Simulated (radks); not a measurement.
The numbers below are computed, except where a source is named.
Problem. Yb1.5+, configuration [Xe] 4f13.5 6p1 (fractional occupations, a model configuration). Code: a radial shooting solver on a logarithmic mesh with Libxc functionals. Model: scalar-relativistic Kohn-Sham, r2SCAN, spin-unpolarised, spherical densities, finite nucleus; meta-GGA in the generalised Kohn-Sham scheme; Fermi nuclear charge, rms radius 5.3108 fm. Some entries of the table are withheld. Estimate them.

| orbital | occ. | eigenvalue (hartree) | r(max) (bohr) |
|---|---|---|---|
| 1s | 2 | -2253.803 | 0.01237 |
| 2s | 2 | -383.2459 | (1) |
| 2p | 6 | -337.7391 | 0.05756 |
| 3s | 2 | -87.19743 | 0.1992 |
| 3p | 6 | (2) | 0.1964 |
| 3d | 10 | (3) | 0.1605 |
| 4s | 2 | -17.83305 | 0.4552 |
| 4p | 6 | -13.28654 | (4) |
| 4d | 10 | -7.27289 | 0.4911 |
| 5s | 2 | -2.64533 | 1.069 |
| 5p | 6 | -1.59227 | (5) |
| 4f | 13.5 | -0.70842 | 0.4832 |
| 6p | 1 | -0.33890 | 3.779 |

Solution. 
(1) 2s r(max) (bohr): 0.07055
(2) 3p eigenvalue (hartree): -73.41142
(3) 3d eigenvalue (hartree): -56.60657
(4) 4p r(max) (bohr): 0.4763
(5) 5p r(max) (bohr): 1.222
